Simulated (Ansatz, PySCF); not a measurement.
Gas-phase reaction in SMILES: C/C=C\CCC + 6 [H][H] (H2) → 6 C (CH4)
Each molecule is optimised on its own at B3LYP-D3(BJ)/def2-TZVP (Ansatz, a program for electronic structure), one conformer each, not searched for the lowest. Frequencies are from Ansatz or PySCF.

Wanted: energy of full hydrogenation (enthalpy at 298 K, with B3LYP-D3(BJ) rigid-rotor harmonic-oscillator terms), in eV. Valence correlation only, unless marked. Spin-orbit coupling is left out. Non-relativistic. Basis-set limits of correlation are two-point, X^-3; Hartree-Fock from the larger set.

CCSD(T)/CBS(cc-pVTZ,cc-pVQZ) (Ansatz) gives -4.17 eV.

### Question
Another calculation gave -4.34 eV. Which level was it?
(A) LC-wPBE/def2-TZVPD (Ansatz)
(B) BLYP/def2-TZVPD (Ansatz)
(C) BHLYP/def2-TZVPD (Ansatz)
(D) r2SCAN0/def2-TZVPD (Ansatz)

### Answer
B, BLYP/def2-TZVPD (Ansatz). The others give -4.59 (LC-wPBE), -4.48 (r2SCAN0), -4.77 (BHLYP) eV.
